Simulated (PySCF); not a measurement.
# Electron correlation in Se⁺ (selenium, charge +1)

[Ar] 3d10 4s2 4p3, high-spin 4S determinant. All numbers are calculated (PySCF 2.14, no relativity, point nucleus, in dyall-av2z). Frozen: [Ar] 3d10; 5 electrons correlated; the 39 highest virtual orbitals of each spin left out.

| level | correlation energy (mhartree) |
| --- | --- |
| CCSD | -78.91 |
| (T) | -1.13 |
| CCSD(T) | -80.04 |

Diagnostics: T1 = 0.0018, D1 = 0.0043, largest double amplitude 0.048.

Cost of the coupled-cluster step: roughly 2.5 core-seconds, for 5 correlated electrons.
